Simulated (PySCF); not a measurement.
Ligands exchanged one at a time, Al H-SiH3. All species are isolated molecules in the gas phase. Strings in code marks are SMILES.

The dipole moment from two functionals at the same geometries (B3LYP-D3(BJ)/def2-TZVP), both in PySCF: PBE-D3(BJ)/def2-TZVP and B3LYP-D3(BJ)/def2-TZVP. B3LYP has the VWN-RPA correlation part, as in Gaussian. 

| species | PBE-D3(BJ)/def2-TZVP (D) |
|---|---|
| 0 of 3 H replaced by SiH3 | 0.00 |
| 1 of 3 H replaced by SiH3 (`[AlH2][SiH3]`) | 0.22 |
| 3 of 3 H replaced by SiH3 | 0.09 |

**Question.** What does B3LYP-D3(BJ)/def2-TZVP give for each?

**Answer.** 
- 0 of 3 H replaced by SiH3: 0.00
- 1 of 3 H replaced by SiH3 (`[AlH2][SiH3]`): 0.27
- 3 of 3 H replaced by SiH3: 0.11
Over these rows, drawn at random from the members with no instability flagged (it was tested for open shells, ions and some series alone), PBE minus B3LYP-D3(BJ): mean -0.02 D, from -0.05 D to 0.00 D.
